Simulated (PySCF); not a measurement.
C3H7NSi, SMILES N(C=C=C)[SiH3]. Heavy atoms are numbered as in [CH2:1]=[C:2]=[CH:3][NH:4][SiH3:5]. Hydrogens are named by the atom that carries them.

Geometry: ωB97X-D3(BJ)/def2-SVP. The structure was generated by enumeration, and PubChem lists no compound with its InChIKey, so it may never have been made. One conformer was computed; it need not be the lowest.

Level of theory: PBE/pcSseg-1 (PySCF).

GIAO shieldings, no solvent; atoms alike by connectivity are averaged. δ = σ(ref) − σ: ¹³C against TMS (σ = 182.0 ppm); ¹⁵N against NH3 (σ = 267.0 ppm); ²⁹Si against TMS (σ = 335.4 ppm); ¹H against TMS (σ = 31.49 ppm), references at their B3LYP-D3(BJ)/def2-TZVP geometries, non-relativistic.

Computed chemical shifts:
```json
[
 {"nucleus": "¹³C", "atoms": "C2", "count": "1", "δ (ppm)": "221.8"},
 {"nucleus": "¹³C", "atoms": "C3 (CH)", "count": "1", "δ (ppm)": "111.0"},
 {"nucleus": "¹³C", "atoms": "C1 (CH2)", "count": "1", "δ (ppm)": "96.7"},
 {"nucleus": "¹⁵N", "atoms": "N4 (NH)", "count": "1", "δ (ppm)": "44.3"},
 {"nucleus": "²⁹Si", "atoms": "Si5 (SiH3)", "count": "1", "δ (ppm)": "-61.5"},
 {"nucleus": "¹H", "atoms": "H on C3", "count": "1", "δ (ppm)": "6.71"},
 {"nucleus": "¹H", "atoms": "H on C1", "count": "2", "δ (ppm)": "6.20"},
 {"nucleus": "¹H", "atoms": "H on Si5", "count": "3", "δ (ppm)": "4.93"},
 {"nucleus": "¹H", "atoms": "H on N4", "count": "1", "δ (ppm)": "1.43"}
]
```
